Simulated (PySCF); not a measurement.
# Frontier levels across methods

Species: C₅H₆F₂.
Cartesian coordinates in Å at the PBE0-D3(BJ)/def2-SVP level; atoms count from 1:
```
atom  x, y, z in Å
C1     2.399    0.362   -0.180
C2     1.328   -0.387   -0.141
C3     0.253   -1.135   -0.094
C4    -1.163   -0.641   -0.019
C5    -1.304    0.848    0.167
F6    -0.850    1.218    1.384
F7    -2.614    1.187    0.098
H8     2.822    0.706   -1.130
H9     2.908    0.669    0.741
H10    0.385   -2.224   -0.119
H11   -1.707   -0.917   -0.938
H12   -1.695   -1.129    0.815
H13   -0.754    1.430   -0.594
```

Basis pcSseg-1 throughout (PySCF), one geometry. Geometry: PBE0-D3(BJ)/def2-SVP, one conformer, isolated molecule.

**Question.** How do the orbital energies, the gap and the dipole change with the method?

**Answer.** 
| method | kind | HOMO (eV) | LUMO (eV) | gap (eV) | μ (D) | SCF cycles |
| --- | --- | --- | --- | --- | --- | --- |
| BLYP | GGA | -6.27 | -0.83 | 5.44 | 1.83 | 15 |
| OPBE | GGA | -6.39 | -0.85 | 5.53 | 1.78 | 14 |
| B97-D | GGA | -6.39 | -0.88 | 5.51 | 1.87 | 15 |
| PBE | GGA | -6.42 | -0.97 | 5.46 | 1.81 | 14 |
| KT2 | GGA | -6.46 | -0.97 | 5.49 | 1.84 | 15 |
| KT3 | GGA | -6.46 | -0.94 | 5.52 | 1.81 | 15 |
| PBE0 | global hybrid | -7.62 | 0.02 | 7.64 | 1.99 | 14 |
| CAM-B3LYP | range-separated hybrid | -8.95 | 1.17 | 10.12 | 2.05 | 12 |

The HOMO spans 2.68 eV, from BLYP down to CAM-B3LYP, and the gap runs from 5.44 eV (BLYP) to 10.12 eV (CAM-B3LYP). The dipole ranges from 1.78 D (OPBE) to 2.05 D (CAM-B3LYP). This basis has no diffuse functions.
